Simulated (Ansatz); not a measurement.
The cluster Ga₇⁻. Total charge -1; singlet. Geometry PBE-D4/def2-SVP, that of the neutral doublet.

Cartesian coordinates in Å:
```
Ga -2.231 0.354 0.473
Ga -0.573 -1.683 0.986
Ga -0.613 -1.054 -1.450
Ga 1.651 -0.453 1.185
Ga 0.026 1.499 1.357
Ga -0.166 1.506 -1.153
Ga 1.906 -0.168 -1.398
```

At PBE-D4/def2-TZVP, B97M-V/def2-TZVP the highest occupied level of the charge -1 singlet lies above zero (up to 0.26 eV). The electron is either unbound and held by the finite basis, or the level is raised by self-interaction error. The structure comes from a short search, and lower isomers may exist.

Task: Estimate the orbital energies around the gap (eV) in Ansatz with PBE-D4/def2-TZVP, B97M-V/def2-TZVP, PBE0-D4/def2-TZVP.

Result: 
```
orbital  PBE-D4/def2-TZVP  B97M-V/def2-TZVP  PBE0-D4/def2-TZVP
 HOMO−5             -3.08             -2.99              -3.81
 HOMO−4             -2.70             -2.60              -3.40
 HOMO−3             -1.39             -1.40              -2.09
 HOMO−2             -1.33             -1.36              -1.99
 HOMO−1             -1.21             -1.19              -1.90
   HOMO              0.25              0.26              -0.37
   LUMO              0.59              0.68               1.10
 LUMO+1              0.68              0.75               1.19
 LUMO+2              0.79              0.92               1.29
 LUMO+3              1.21              1.33               1.74
 LUMO+4              1.33              1.47               1.87
 LUMO+5              1.55              1.71               2.08
```
